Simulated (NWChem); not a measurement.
Program: NWChem. System: tert-butyl chloride (C4H9Cl), charge 0, spin multiplicity 1, at a geometry optimised with B3LYP/def2-SVP. Level: r2SCAN/def2-SVP.

The NWChem input:

```
start mol
memory heap 200 mb stack 900 mb global 1100 mb
geometry units angstroms nocenter noautoz
  C     -0.707341    -0.834772     1.265099
  C      0.010272    -0.367944     0.000000
  C     -0.707341    -0.834772    -1.265099
  C      1.482925    -0.773752     0.000000
  Cl    -0.041525     1.486984     0.000000
  H     -0.702766    -1.937306     1.309836
  H     -0.208751    -0.450076     2.166960
  H     -1.752718    -0.492670     1.275523
  H     -1.752718    -0.492670    -1.275523
  H     -0.208751    -0.450076    -2.166960
  H     -0.702766    -1.937306    -1.309836
  H      1.565273    -1.874131     0.000000
  H      1.999013    -0.388521     0.891732
  H      1.999013    -0.388521    -0.891732
  symmetry group Cs
end
basis spherical
  * library def2-svp
end
dft
  xc r2scan
  semidirect memsize 60000000 filesize 0
  iterations 100
  grid fine
end
task dft energy
```

Output (cleaned and shortened):

```
             Northwest Computational Chemistry Package (NWChem) 7.3.0
             --------------------------------------------------------

                                NWChem Input Module
                                -------------------

 Scaling coordinates for geometry "geometry" by  1.889725989
 (inverse scale =  0.529177249)

 Turning off AUTOSYM since
 SYMMETRY directive was detected!

                             Geometry "geometry" -> ""
                             -------------------------

 Output coordinates in angstroms (scale by  1.889725989 to convert to a.u.)

  No.       Tag          Charge          X              Y              Z
 ---- ---------------- ---------- -------------- -------------- --------------
    1 C                    6.0000    -0.70734100    -0.83477200     1.26509900
    2 C                    6.0000     0.01027200    -0.36794400     0.00000000
    3 C                    6.0000    -0.70734100    -0.83477200    -1.26509900
    4 C                    6.0000     1.48292500    -0.77375200     0.00000000
    5 Cl                  17.0000    -0.04152500     1.48698400     0.00000000
    6 H                    1.0000    -0.70276600    -1.93730600     1.30983600
    7 H                    1.0000    -0.20875100    -0.45007600     2.16696000
    8 H                    1.0000    -1.75271800    -0.49267000     1.27552300
    9 H                    1.0000    -1.75271800    -0.49267000    -1.27552300
   10 H                    1.0000    -0.20875100    -0.45007600    -2.16696000
   11 H                    1.0000    -0.70276600    -1.93730600    -1.30983600
   12 H                    1.0000     1.56527300    -1.87413100     0.00000000
   13 H                    1.0000     1.99901300    -0.38852100     0.89173200
   14 H                    1.0000     1.99901300    -0.38852100    -0.89173200

 Effective nuclear repulsion energy (a.u.)     239.4424186221

            Nuclear Dipole moment (a.u.)
            ----------------------------
        X                 Y               Z
 ---------------- ---------------- ----------------
    -0.0000113384     0.0000207870    -0.0000000000
[...]
              MO Center=  2.3D-02,  1.2D+00,  2.2D-11, r^2= 2.0D+00
   Bfn.  Coefficient  Atom+Function         Bfn.  Coefficient  Atom+Function
  ----- ------------  ---------------      ----- ------------  ---------------
    67      0.635560   5 Cl px               64      0.452633   5 Cl px
    61      0.264910   5 Cl px               18     -0.133658   2 C  px
    45     -0.125622   4 C  s                46      0.109653   4 C  px
    47     -0.100922   4 C  py              105      0.093675  12 H  s
   106      0.080054  12 H  s                44     -0.073947   4 C  s

 Vector   26  Occ=0.000000D+00  E= 3.200886D-03  Symmetry=a'
              MO Center= -8.8D-03,  3.1D-01, -5.7D-18, r^2= 3.3D+00
   Bfn.  Coefficient  Atom+Function         Bfn.  Coefficient  Atom+Function
  ----- ------------  ---------------      ----- ------------  ---------------
    17      0.978366   2 C  s                68      0.806823   5 Cl py
    22      0.727374   2 C  py               60     -0.599790   5 Cl s
    19      0.487073   2 C  py               65      0.281356   5 Cl py
    16      0.246858   2 C  s                81     -0.190920   7 H  s
    86     -0.191095   8 H  s                91     -0.191095   9 H  s

 Vector   27  Occ=0.000000D+00  E= 5.328489D-02  Symmetry=a'
              MO Center=  3.8D-02, -1.4D+00,  1.0D-16, r^2= 6.6D+00
   Bfn.  Coefficient  Atom+Function         Bfn.  Coefficient  Atom+Function
  ----- ------------  ---------------      ----- ------------  ---------------
     3      0.940085   1 C  s                31      0.940085   3 C  s
    45      0.940203   4 C  s                76     -0.727065   6 H  s
   101     -0.727065  11 H  s               106     -0.727182  12 H  s
    17      0.537427   2 C  s                81     -0.460876   7 H  s
    86     -0.460734   8 H  s                91     -0.460734   9 H  s

 Vector   28  Occ=0.000000D+00  E= 1.149035D-01  Symmetry=a"
              MO Center=  1.0D+00, -3.8D-01, -1.8D-08, r^2= 6.1D+00
   Bfn.  Coefficient  Atom+Function         Bfn.  Coefficient  Atom+Function
  ----- ------------  ---------------      ----- ------------  ---------------
   111      1.067007  13 H  s               116     -1.067007  14 H  s
    51     -0.819016   4 C  pz               81      0.784316   7 H  s
    96     -0.784316  10 H  s                 9     -0.482843   1 C  pz
    37     -0.482843   3 C  pz               48     -0.313458   4 C  pz
    86     -0.282856   8 H  s                91      0.282856   9 H  s

 center of mass
 --------------
 x =  -0.00560999 y =   0.20092654 z =   0.00000000

 moments of inertia (a.u.)
 ------------------
         608.282396303642           5.788912920275           0.000000000000
           5.788912920275         401.650313040792           0.000000000000
           0.000000000000           0.000000000000         608.425678457003

     Multipole analysis of the density
     ---------------------------------

     L   x y z        total         alpha         beta         nuclear
     -   - - -        -----         -----         ----         -------
     0   0 0 0     -0.000000    -25.000000    -25.000000     50.000000

     1   1 0 0      0.024333      0.012172      0.012172     -0.000011
     1   0 1 0     -0.871429     -0.435725     -0.435725      0.000021
     1   0 0 1      0.000000      0.000000      0.000000     -0.000000

     2   2 0 0    -28.840688    -80.287664    -80.287664    131.734640
     2   1 1 0      0.042205      1.307077      1.307077     -2.571949
     2   1 0 1      0.000000      0.000000      0.000000      0.000000
     2   0 2 0    -30.359587   -126.894831   -126.894831    223.430076
     2   0 1 1      0.000000      0.000000      0.000000      0.000000
     2   0 0 2    -28.839254    -80.257139    -80.257139    131.675024

 Task  times  cpu:       12.5s     wall:       12.5s

 Total times  cpu:       12.5s     wall:       12.5s
```
